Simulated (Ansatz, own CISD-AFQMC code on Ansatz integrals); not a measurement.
H4B2Si, SMILES `[H]/B=[SiH]\B` (charge 0, multiplicity 1).

Cartesian coordinates (Å):
```xyz
7

B      1.7176    -0.0354     0.3305
Si     0.1286     0.8261    -0.0044
B     -1.2558    -0.5041    -0.2230
H      2.6558    -0.7157     0.5341
H      0.0821     2.2992    -0.0646
H     -2.3898    -0.2230    -0.4502
H     -0.9385    -1.6471    -0.1224
```
Charge 0, multiplicity 1.

Frozen-core correlation energies in cc-pVDZ at a geometry from B3LYP-D3(BJ)/def2-TZVP, on an HF energy of -340.49547 Ha (<S^2> = 0.00, restricted and unstable towards unrestricted orbitals). Wave-function levels are from Ansatz, the walk from an own CISD-AFQMC code on Ansatz integrals (time step 0.005/Ha, trial state from CCSD amplitudes, largest double 0.13).

```csv
level,correlation energy (mHa)
MP2,-254.3
CCSD,-303.9
CCSD(T),-316.3
CCSDT(Q),-319.4
```

### Question
What correlation energy does phaseless AFQMC give, and where does it lie among these levels?

### Answer
-318.2 ± 0.3 mHa (one standard error). AFQMC minus each level: MP2 -63.9 mHa, CCSD -14.4 mHa, CCSD(T) -1.9 mHa, CCSDT(Q) +1.1 mHa.
